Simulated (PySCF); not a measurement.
# Si2H6NOF

Si2H6NOF is a small molecule, neutral, singlet. The structure, one conformer, was relaxed in the gas phase by PBE0-D3(BJ)/def2-SVP. No frequency run checks that it is a minimum.

SMILES: O[SiH](F)N[SiH3]

```xyz
11

Si    0.213    0.834    1.171
N     0.359   -0.651    0.312
Si   -0.459   -1.182   -1.136
O    -0.260    2.030    0.146
F     1.677    1.118    1.810
H    -0.745    0.862    2.295
H     0.942   -1.352    0.762
H    -1.828   -1.733   -0.886
H     0.368   -2.253   -1.767
H    -0.593   -0.029   -2.075
H     0.225    2.123   -0.680
```
Atom numbers follow the order of the file, from 1.

Shieldings: GIAO PBE0/pcSseg-2. Shifts are against computed references at the same level: H TMS (σ 31.24 ppm), Si TMS (σ 341.3 ppm). Core levels by delta-SCF with SCAN, pcX-2 on the ionised atom and pcseg-1 elsewhere, spin-free X2C (2p3/2 is the spin-free 2p value less a third of a first-order spin-orbit splitting); from the vacuum level, for chosen atoms.

(1) Give the shieldings and core levels atom by atom.

(2) Which of Si1, Si3 holds its core electrons tightest, and by how much against the loosest?

(3) By CAM-B3LYP/def2-SVPD (TDDFT singlets, Tamm-Dancoff triplets, ionisation by delta-SCF), where does absorption start, and what does vertical ionisation take?

## Answers

(1) 
```
    atoms              bonded to  σ (ppm)  δ (ppm)  core level (eV)
      Si1  1 F + 1 N + 1 O + 1 H    383.5    -42.2     2p3/2 108.51
       N2             2 Si + 1 H    234.8        -        1s 404.72
      Si3              1 N + 3 H    397.9    -56.7     2p3/2 107.47
       O4             1 Si + 1 H    265.4        -        1s 539.07
       F5                   1 Si    305.4        -        1s 692.31
       H6                   1 Si    26.39     4.85                -
       H7                    1 N    30.64     0.60                -
H8 H9 H10                   1 Si    26.52     4.73                -
      H11                    1 O    29.22     2.03                -
```

Values are those of this one static structure, with the three H of a rotating XH3 group averaged; atoms that internal rotation interchanges would show their mean in an NMR spectrum.

(2) Si1 (bonded to 1 F + 1 N + 1 O + 1 H), by 1.04 eV over Si3 (bonded to 1 N + 3 H).

(3) The lowest singlet lies at 6.73 eV (f 0.007), the strongest of the first 6 at 8.26 eV (f 0.074), the lowest triplet at 6.40 eV; vertical ionisation takes 10.25 eV.
